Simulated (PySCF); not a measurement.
Compound: C₆H₇F₃Si.
InChI=1S/C6H7F3Si/c7-6(8,9)2-1-5-3-10-4-5/h5H,3-4,10H2

The closed-shell ground state was solved at several levels (PySCF, density fitting, gas phase, non-relativistic). One conformer (not necessarily the lowest) at the PBE0-D3(BJ)/def2-SVP geometry, without solvent, vibrations or thermal averaging.

| level | basis functions | HOMO (eV) | LUMO (eV) | gap (eV) | dipole (D) |
| --- | --- | --- | --- | --- | --- |
| PBE/pcSseg-1 | 212 | -6.96 | -1.29 | 5.67 | 3.21 |
| PBE0/def2-SVPD | 269 | -8.24 | -0.49 | 7.75 | 3.53 |

Question: What might PBE0/pcSseg-1 (212 basis functions) give for the same quantities?

Answer: HOMO -8.23 eV, LUMO -0.42 eV, gap 7.81 eV, dipole 3.50 D.

Question: Over all these levels, which gives the widest orbital gap and which the narrowest?

Answer: PBE0/pcSseg-1 (global hybrid, 25 % exact exchange) has the widest, 7.81 eV, and PBE/pcSseg-1 (GGA) the narrowest, 5.67 eV. The two share the basis. From the narrowest to the widest the HOMO moves by -1.27 eV and the LUMO by +0.87 eV.

Question: How far do the dipole and the HOMO energy spread over the levels?

Answer: The dipole runs from 3.21 to 3.53 D (mean 3.41 D) and the HOMO from -8.24 to -6.96 eV.
